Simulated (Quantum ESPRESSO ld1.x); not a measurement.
Task: These are the eigenvalues of the occupied orbitals of an atom or ion with whole-number occupations (eV). Method: scalar-relativistic Kohn-Sham, relativistic LDA (MacDonald-Vosko exchange, VWN5 correlation), spin-unpolarised, spherical densities, point nucleus; computed with ld1.x of Quantum ESPRESSO 7.5.

orbital  eigenvalue
1s         -76603.4
2s         -15952.3
2p         -14329.3
3s         -5846.16
3p         -5365.38
3d         -4881.68

Which element is it, and in what charge state? The configuration may be excited.

Result: Z = 76, osmium, charge +52: Os52+ in [Ar] 3d6. The list shows which subshells hold electrons but not how many an open one holds; the 1s level, -2815.1 hartree, gives Z - s = 75.0 by -(Z - s)^2/2, which with screening and relativity narrows Z to a few neighbours, and the depths of the outer levels then fix element, charge and occupations together.
